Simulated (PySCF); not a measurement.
**The Sn–F bond energy of SnF₃**

All numbers come from PySCF, PBE0, basis Sn def2-TZVP with ECP28, F def2-TZVP (scalar-relativistic core potentials, no spin–orbit coupling, density fitting).

Each entry is the lowest minimum that a search over a few typed start shapes (and spin states, where more than one is plausible) found, or that minimum re-optimised at the stated level; isomers with ligand–ligand bonds, or fragments after loss of a ligand pair, can lie lower.

Total energies (Eh), which compare only within these settings: F atom -99.67618.

```json
{"species": "SnF₂", "2S+1": "1", "group": "C2v", "E (Eh)": "-413.98408", "ZPE (kJ/mol)": "8.3"}
{"species": "SnF₃", "2S+1": "2", "group": "C3v", "E (Eh)": "-513.75652", "ZPE (kJ/mol)": "14.1"}
```

Question: What are De and D0 for SnF₃ → SnF₂ + F?

Answer: De = [(-413.98408) + (-99.67618) − (-513.75652)] × 2625.5 = 253 kJ/mol. The zero-point energy changes by -5.8 kJ/mol, so D0 = 247 kJ/mol.

Atoms and open shells are unrestricted, without spin–orbit or basis-set superposition corrections.

Spin–orbit coupling can matter for elements this heavy.
